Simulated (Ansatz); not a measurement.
Stepwise reaction of `S[Si](S)(S)S` with hydrogen fluoride, as a gas-phase model of exchange steps in deposition or etching. ΔE in kJ/mol; ΔG adds harmonic PBE0-D4 terms to CCSD(T)/CBS, at 1 bar.

Computed with Ansatz on PBE0-D4/def2-TZVP structures; ΔE is electronic, products minus reactants. CCSD(T)/CBS is the MP2 limit (def2-TZVPP, def2-QZVPP) plus CCSD(T) − MP2 in def2-TZVPP, frozen cores. This one scheme is used for every species. DFT in def2-TZVPP. B3LYP here is the variant with VWN-RPA as its local correlation; programs differ in this. One conformer a species, not always the lowest.

```csv
step,reaction,PBE-D4,B3LYP-D4,ωB97M-V,CCSD(T)/CBS,ΔG(500 K)
1,`S[Si](S)(S)S` + H–F → `F[Si](S)(S)S` + H₂S,-65.6,-79.7,-82.3,-73.8,-81.3
2,`F[Si](S)(S)S` + H–F → `F[Si](F)(S)S` + H₂S,-69.0,-84.0,-85.4,-80.5,-93.6
3,`F[Si](F)(S)S` + H–F → `F[Si](F)(F)S` + H₂S,-73.2,-88.7,-89.7,-87.1,-95.9
4,`F[Si](F)(F)S` + H–F → `F[Si](F)(F)F` + H₂S,-74.0,-89.9,-89.9,-90.4,-85.9
```

Q: By hand: ΔE of the 4 steps together at CCSD(T)/CBS.

A: (-73.8) + (-80.5) + (-87.1) + (-90.4) = -331.8 kJ/mol, or -83.0 kJ/mol a step.

In ΔE each step is lower than the one before. All are downhill at CCSD(T)/CBS. ΔG lies between -95.9 and -81.3 kJ/mol a step. PBE-D4 differs from CCSD(T)/CBS by 8.2 to 16.4 kJ/mol a step. Isolated molecules leave out the surface, adducts and barriers. Largest T1 diagnostic: 0.012.
